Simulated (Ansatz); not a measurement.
A nudged elastic band was laid between two geometries of GaH₂OS (5 atoms, charge 0, multiplicity 2).

These are results of Ansatz 0.2.0, UKS B3LYP/def2-SVPD, not measurements.

* movable images: 7
* climbing image: yes
* spring: 5.0 eV/Å²
* optimiser: quadratic models (default)
* start path: through a guess of the saddle point
* force threshold: 0.05 eV/Å
* iteration limit: 56
* end points: relaxed

Image 0:

```xyz
5
Properties=species:S:1:pos:R:3
O -0.836 -0.120 -0.772
S -1.179 0.817 0.709
Ga 1.072 0.864 0.135
H -0.930 -1.058 -0.543
H 1.872 -0.503 0.471
```

Image 8:

```xyz
5
Properties=species:S:1:pos:R:3
O -0.619 -0.835 -0.862
S 1.053 1.159 1.358
Ga -0.630 0.844 -0.147
H -1.295 -1.056 -1.512
H 1.491 -0.111 1.163
```

Q: Which bonds break or form, and what moves?

A: Bonds broken: O1–S2, Ga3–H5. Bonds formed: S2–H5.

Q: What energy profile does the band end with?

A: It converged. The highest image is number 2 of 0 to 8, 0.56 eV above the first end and 2.95 eV above the last; the last end lies 2.39 eV below the first. Neighbouring images differ by up to 1.5 eV, so the band resolves the path poorly. A vibrational analysis at the climbing image gives one clearly imaginary mode, 85i cm⁻¹: a first-order saddle point.

```tsv
image	path coordinate (Å)	energy (eV)	O1–S2 (Å)	Ga3–H5 (Å)	S2–H5 (Å)
0	0.00	0.00	1.79	1.62	3.33
1	0.71	0.39	1.79	1.62	2.68
2	1.43	0.56	1.75	1.79	1.95
3	2.14	-0.90	2.30	2.19	1.39
4	2.86	-1.37	2.58	2.94	1.36
5	3.58	-1.98	3.19	2.68	1.36
6	4.30	-2.27	3.56	2.71	1.36
7	5.01	-2.28	3.45	2.67	1.36
8	5.73	-2.39	3.42	2.67	1.36
```

Q: What is the geometry of the highest image?

A: 
```xyz
5
Properties=species:S:1:pos:R:3
O -0.775 -0.039 -0.673
S -0.789 0.324 1.039
Ga 1.377 0.909 -0.483
H -0.895 -0.995 -0.770
H 1.082 -0.199 0.886
```

Time of the run: 7.2 min on 2 threads of Arm Neoverse V1, with other jobs on the host, peak memory 0.32 GiB.
